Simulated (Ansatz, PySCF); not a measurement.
Dimer: N2 (SMILES N#N) (first 2 atoms) with AsH3 (SMILES [AsH3]); geometry from B3LYP-D3(BJ)/def2-TZVP, rigid monomers moved along the line of their centres of mass till N2···As3 is 3.17 Å.
(charge 0, multiplicity 1):
```xyz
6

N      0.24158    -0.23290    -1.00821
N      0.46010    -0.69625    -0.04515
As    -0.30524     0.03416     2.94039
H      1.17955    -0.30284     3.01122
H     -0.68848    -1.43407     2.79641
H     -0.44999    -0.01516     4.45837
```

Counterpoise-corrected where a basis set is named; no monomer relaxation.

Cores are frozen in the correlated methods. Filled d and f shells under p-block atoms count as core. CBS: X⁻³ extrapolation of the correlation energy, Hartree–Fock from the larger set.

The values were computed with Ansatz (a quantum-chemistry and plane-wave program) with Gaussian orbitals; PySCF for the dispersion terms. 

PBE/def2-TZVPPD gives 1.8 kJ/mol for the interaction energy.

Question: Where do these levels fall relative to PBE: PBE-D3(BJ)/def2-TZVPPD, r2SCAN/def2-TZVPPD, PBE0/def2-TZVPPD, wB97M-V/def2-TZVPPD, MP2/CBS(aug-cc-pVDZ, aug-cc-pVTZ), CCSD(T)/CBS(aug-cc-pVDZ, aug-cc-pVTZ).

Answer: PBE-D3(BJ)/def2-TZVPPD -3.4; r2SCAN/def2-TZVPPD -0.6; PBE0/def2-TZVPPD 0.4; wB97M-V/def2-TZVPPD -2.1; MP2/CBS(aug-cc-pVDZ, aug-cc-pVTZ) -3.2; CCSD(T)/CBS(aug-cc-pVDZ, aug-cc-pVTZ) -1.9 kJ/mol. 1 of 6 lie above PBE; the widest gap is to PBE-D3(BJ)/def2-TZVPPD.
